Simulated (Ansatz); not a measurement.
`CBC[SiH2]O` + H–F → `CBF` + `C[SiH2]O`  (ligand exchange at a B–C bond)

Gas-phase electronic energies from Ansatz, PBE0-D4/def2-TZVP geometries. CCSD(T)/CBS is the MP2 limit (def2-TZVPP, def2-QZVPP) plus CCSD(T) − MP2 in def2-TZVPP, frozen cores. This one scheme is used for every species. DFT in def2-TZVPP. B3LYP here is the variant with VWN-RPA as its local correlation; programs differ in this. One conformer a species, not always the lowest.

(1) Is it downhill or uphill in electronic energy at CCSD(T)/CBS, and by how much? (Best estimate.)

(2) What do these levels give: LDA (SPW92), B3LYP-D4, r2SCAN0-D4, BHLYP-D4, revPBE, BLYP, r2SCAN, RPA@PBE/def2-TZVPP, CCSD(T)/def2-SVP, CCSD(T)/def2-TZVPP, MP2/def2-QZVPP, CCSD/CBS(def2)? (Best estimate.)

(3) What do rigid-rotor, harmonic-oscillator terms from PBE0-D4/def2-TZVP frequencies (298.15 K, 1 bar) make of the CCSD(T)/CBS value? (Best estimate.)

Largest T1 diagnostic among the species: 0.012.

## Answers

(1) Computed: Downhill: ΔE = -1.31 eV.

(2) The calculation gave: LDA (SPW92) -1.33, B3LYP-D4 -1.42, r2SCAN0-D4 -1.37, BHLYP-D4 -1.45, revPBE -1.41, BLYP -1.55, r2SCAN -1.42, RPA@PBE/def2-TZVPP -1.37, CCSD(T)/def2-SVP -1.57, CCSD(T)/def2-TZVPP -1.35, MP2/def2-QZVPP -1.29, CCSD/CBS(def2) -1.34 eV.

(3) Ansatz gave: ΔZPE = +0.05 eV, ΔH = -1.29 eV, ΔS = 16 J/(mol·K), ΔG = -1.34 eV. Modes under 50 cm⁻¹ make the entropy rough.

Leaving LDA and LC-ωPBE aside and taking each functional with its dispersion term where it has one, the values, not all of them listed here, spread over 0.21 eV, from CAM-B3LYP-D4 to revPBE-D4. LDA lies +0.06 eV from PBE without D4. At CCSD(T), def2-SVP lies −0.26 eV from the extrapolated value and def2-TZVPP −0.04 eV. The D4 term adds +0.11 eV with B3LYP and +0.06 eV with PBE0; it sums over pairs of atoms, weighted by their polarisabilities, and B3LYP, whose exchange is more repulsive, gets the larger term.
